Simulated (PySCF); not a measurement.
Calculation: PySCF with PBE-D3(BJ)/def2-TZVP // B3LYP-D3(BJ)/def2-TZVP. Gas-phase values, no solvent. 

Reference species (SMILES): `F[CH]F` (neutral, multiplicity 2).

```
Property                          Value
-----------------------------  --------
highest occupied spin orbital  -5.17 eV
dipole moment                    1.23 D
```

Changed species: `[GeH3]` (radical fragment; the reference has radical fragment).

**Question.** Give the shifts of the highest occupied spin orbital and dipole moment.

**Answer.** the highest occupied spin orbital drops by 0.07 eV, to -5.24 eV; the dipole moment falls by 1.18 D, to 0.05 D.
